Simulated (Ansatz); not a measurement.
CeO2, singlet, geometry from GFN2-xTB (such geometries of metal compounds can be far from the true shape) (core potentials on Ce); Ansatz (a program for electronic structure) with HSE06/def2-SV(P).

Here is a job for Ansatz.
Ansatz 0.2 input:
```yaml
crystal:
  periodic: [false, false, false]
  atoms:
    - {symbol: Ce, position_ang: [-0.16924966, 0.08770245, -0.18012469]}
    - {symbol: O, position_ang: [1.87597302, -0.06772443, -0.41145043]}
    - {symbol: O, position_ang: [-0.64891296, -0.56811834, 1.71735447]}
basis:
  gaussian:
    orbitals: def2-SV_P_.json
hamiltonian:
  xc: hse06
```
The basis file holds def2-SV(P) in the JSON format of the Basis Set Exchange.

Q: What does Ansatz print? Leave out banner, timings and long lists.

A: 
```
Functional definition: HSE06
1095 factors; their error is unknown
58 factors; integrals over basis functions are off by at most 1.5e-5 eV
mean field evaluation 1: about -16973.4325 eV, gradient 1.4e2 eV
mean field evaluation 2: about -14800.2095 eV, gradient 1.3e3 eV
mean field evaluation 4: about -15768.8731 eV, gradient 9.3e2 eV
mean field evaluation 8: about -17011.9442 eV, gradient 2.4e0 eV
mean field evaluation 16: about -17012.1701 eV, gradient 1.2e-5 eV
mean field -17012.17011189 eV, -625.1857203488 hartree, gradient 1.2e-5 eV, S^2 0.000000; 0 other end points of the search recorded, 0 dependent functions left out
reference -17012.17016761 eV, -625.1857223964 hartree; 23, 23 occupied and 74, 74 virtual orbitals, 1095 factors
Total energy: -17012.17016761 eV, -625.1857223964 hartree
```
